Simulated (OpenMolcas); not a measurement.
**Yb3+ in a point-charge field**

Yb3+ among 6 point charges of -0.5 e arranged as an octahedron (Oh), 2.51 Å from the ion.

```json
{"Program": "OpenMolcas", "Method": "SS-CASPT2, IPEA 0.25 Eh, imaginary shift 0.1 Eh (closed shells correlated: 5s 5p)", "Basis": "ANO-RCC-VTZP [8s7p5d3f2g1h]", "Scalar Hamiltonian": "DKH2, point nucleus", "Active space": "13 electrons in 7 orbitals (4f)", "State averaging": "2S+1 = 2 odd, 7 roots", "Spin-orbit coupling": "state interaction with AMFI integrals over the reference wave functions"}
```

The lowest spin-free states (labels of O, the rotations of Oh), above the lowest:

```json
{"State": "2T1", "Degeneracy": "3", "E (cm-1)": "0", "Free-ion L (%)": "F (100)"}
{"State": "2T2", "Degeneracy": "3", "E (cm-1)": "75", "Free-ion L (%)": "F (100)"}
{"State": "2A2", "Degeneracy": "1", "E (cm-1)": "220", "Free-ion L (%)": "F (100)"}
```

The lowest levels with spin-orbit coupling:

| E (cm-1) | Degeneracy | Label | 2S+1 | J | |mJ| (%) | g |
| --- | --- | --- | --- | --- | --- | --- |
| 0 | 2 | Γ6 | 2 | 3.50 | 1/2 (58) | 2.67 2.67 2.67 |
| 49 | 4 | Γ8 | 2 | 3.50 | 3/2 (37) |  |
| 160 | 2 | Γ7 | 2 | 3.50 | 5/2 (75) | 3.42 3.42 3.42 |
| 10330 | 4 | Γ8 | 2 | 2.50 | 1/2 (50) |  |
| 10440 | 2 | Γ7 | 2 | 2.50 | 3/2 (83) | 1.42 1.42 1.42 |

Powder χT (cm3 K/mol): 0.776 at 2 K, 1.21 at 10 K, 2.25 at 50 K, 2.45 at 100 K, 2.54 at 200 K, 2.56 at 300 K. The effective moment at 300 K is 2.828 √(χT) = 4.52 μB.

Hund's rules give f13 the level 2F7/2 with g = 1.143, so an isolated free-ion multiplet has χT = g² J(J+1) / 8 = 2.571 cm3 K/mol. The computed 2.558 at 300 K differs by -1 %, through the field's splitting, the mixing of terms and any other multiplet in reach.

Stevens parameters of the J = 7/2 multiplet, which is 157 cm-1 wide (cm-1, z along the main axis): B40 = -8.286e-02, B44 = -4.143e-01, B60 = -2.341e-04, B64 = 4.917e-03.

Roots that are degenerate in the reference are averaged as groups; the widest CASPT2 spread within a group is 29 cm-1 (the 3-fold group of multiplicity 2 near 75.3 cm-1 above the lowest state of its run). Shifts and gaps below about the spread of the groups concerned are not significant. This is an electrostatic model: the charges have no orbitals. No measured value stands beside these numbers.

The CASPT2 steps took 4 s on 1 thread of Arm Neoverse V1, on a shared host; the integral step is not counted.
